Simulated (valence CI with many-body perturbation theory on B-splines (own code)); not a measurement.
# Missing levels of Gd²⁵⁺

Computed by relativistic CI+MBPT: three valence electrons over a frozen Dirac-Fock core [Kr], radial functions for each j: 7 s, 7 p, 8 d, 6 f, 4 g, 1 h, with the one-electron correlation potential Σ1, the two-electron term Σ2, the three-electron term Σ3, Breit, model QED; selected CI, second order for the rest, scaled by the run's own slope (own B-spline code, finite nucleus).

No measured levels were compared; by estimate terms of the open shell hold to 2 to 4 % of their energy, and close levels can change places. The list stops below the first excitations out of the core.

| Level | E (cm⁻¹) |
| --- | --- |
| (4d3/2^3) J=3/2 | 0.0 |
| (4d3/2^2 4d5/2) J=5/2 [a] | 45088 |
| (4d3/2^2 4d5/2) J=3/2 | 63382 |
| (4d3/2^2 4d5/2) J=7/2 | 65771 |
| (4d3/2^2 4d5/2) J=9/2 | 71385 |
| (4d3/2^2 4d5/2) J=1/2 | ? |
| (4d3/2^2 4d5/2) J=5/2 [b] | ? |
| (4d3/2 4d5/2^2) J=7/2 [a] | ? |
| (4d3/2 4d5/2^2) J=9/2 | ? |
| (4d3/2 4d5/2^2) J=3/2 [a] | 134610 |
| (4d3/2 4d5/2^2) J=1/2 | 140840 |
| (4d3/2 4d5/2^2) J=11/2 | 146710 |
| (4d3/2 4d5/2^2) J=5/2 [a] | 153430 |
| (4d3/2 4d5/2^2) J=5/2 [b] | 161520 |
| (4d3/2 4d5/2^2) J=7/2 [b] | ? |
| (4d5/2^3) J=9/2 | 189280 |
| (4d5/2^3) J=3/2 | 195960 |
| (4d3/2 4d5/2^2) J=3/2 [b] | ? |
| (4d5/2^3) J=5/2 | 251310 |

Levels are named by their leading jj configuration (3d3/2^4 stands for four electrons in 3d with j = 3/2), which in mixed levels can hold well under half, so a name can repeat and another be missing. Letters in brackets count levels of one name in rising energy.

(1) The levels stand in rising order. What does the calculation give for the missing energies?

Answers

(1) (4d3/2^2 4d5/2) J=1/2 73753; (4d3/2^2 4d5/2) J=5/2 [b] 112150; (4d3/2 4d5/2^2) J=7/2 [a] 115410; (4d3/2 4d5/2^2) J=9/2 122490; (4d3/2 4d5/2^2) J=7/2 [b] 168810; (4d3/2 4d5/2^2) J=3/2 [b] 234660.
